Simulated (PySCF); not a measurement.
```xyz
6
charge 0 multiplicity 2, angstrom
Ru    0.1178    0.0000    0.0000
O    -0.4674    1.5462    0.0000
O    -0.4674   -1.5462    0.0000
H     0.5970    0.0000    1.6073
H     0.5970    0.0000   -1.6073
H     1.6954    0.0000    0.0000
```

Level of theory: UPBE0 in PySCF with Ru def2-TZVP with ECP28, O def2-TZVP, H def2-TZVP; scalar-relativistic core potentials, no spin–orbit coupling; density-fitted integrals.

This geometry of H₃RuO₂ is a stationary point at this level.

**Question.** What is the point group?

**Answer.** C2v.

**Question.** Is it a minimum?

**Answer.** Yes: all harmonic wavenumbers are real.

**Question.** List the harmonic modes with their infrared intensities.

**Answer.** 
| symmetry | ω (cm⁻¹) | IR (km/mol) |
| --- | --- | --- |
| a1 | 291 | 2.9 |
| b1 | 304 | 0.7 |
| a2 | 528 | 0.0 |
| b1 | 652 | 55.0 |
| a1 | 695 | 6.5 |
| b2 | 757 | 39.5 |
| b2 | 981 | 204 |
| a1 | 1054 | 14.7 |
| b1 | 1418 | 145 |
| b2 | 1802 | 284 |
| a1 | 1899 | 0.0 |
| a1 | 2197 | 0.2 |

**Question.** Give the ideal-gas entropy at 298.15 K and 1 bar by parts.

**Answer.** translation 170.2, rotation 91.5, vibration 19.2, spin 5.8; total 286.7 J/(mol K).

In C2v the vibrations span 5a1 + 3b1 + a2 + 3b2. The a2 mode carries no infrared intensity, as symmetry demands.

Only a few start shapes were tried, so a lower isomer may exist. With open d or f shells other occupations or spin states may lie lower.
